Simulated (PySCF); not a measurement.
Nb²⁺: excitation energy

Nb²⁺ [Kr] 4d3 (4F) → Nb²⁺ [Kr] 4d2 5s1 (4F), as a difference of total energies. All numbers are calculated (PySCF 2.14, scalar relativity by spin-free X2C-1e, in aug-cc-pVTZ-DK). Correlated levels: valence: [Kr] frozen. The calculations carry no spin-orbit coupling.

| method | excitation energy (eV) |
| --- | --- |
| UHF | 3.051 |
| LDA | 2.906 |
| PBE | 3.054 |
| PBE0 | 3.204 |
| r2SCAN | 3.245 |
| CAM-B3LYP | 3.035 |
| MN15 | 3.500 |
| revPBE | 3.140 |
| MP2 (valence) | 3.119 |
| SCS-MP2 (valence) | 3.074 |

Q: How much does correlation contribute at MP2 (valence)?

A: 3.119 − (3.051) = 0.068 eV, measured against UHF.

A first-order spin-orbit estimate (lowest level to lowest level, LS coupling) adds -0.013 eV.
